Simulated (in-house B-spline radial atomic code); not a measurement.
Neutral silicon is squeezed into an impenetrable sphere of radius R (the orbitals vanish at R). No spin polarisation. Method: scalar-relativistic (X2C) PBE, spherical fractional occupations, Fermi nucleus of rms radius 3.1224 fm. Calculated with a radial B-spline atomic code at the basis-set limit.

Energies in eV above the free atom in [Ne] 3s2 3p2:

```
R (bohr)  highest level (eV)  [Ne] 3s2 3p2  [Ne] 3s2 3p1 3d1  [Ne] 3s1 3p2 3d1
    9.23               -4.02       0.02263             6.646             13.81
    5.61               -2.58         1.263             10.04             17.18
    4.62               -0.38         4.236             14.42             21.94
     4.4               0.479         5.608             16.19             23.88
    3.87                3.58         11.24             22.95             31.24
    2.97                15.9         39.84             53.61             63.89
    2.64                25.5         65.89             79.88             91.32
    2.26                44.6         122.6             135.1             148.1
    1.69                 114         357.2               355             368.1
    1.43                 186         636.1               612             620.1
```

(1) Does [Ne] 3s2 3p1 3d1 fall below [Ne] 3s2 3p2 under compression?

(2) Does [Ne] 3s1 3p2 3d1 fall below [Ne] 3s2 3p2 under compression?

The highest level is first positive in the row R = 4.4 bohr, pushed up by confinement above the zero of the free ion's potential. Each configuration is held fixed and needn't be the lowest in the sphere.

Results:

(1) Yes, between R = 2.26 and 1.69 bohr the order changes (near 1.78 bohr by linear interpolation).

(2) Yes, between R = 1.69 and 1.43 bohr the order changes (near 1.58 bohr by linear interpolation).
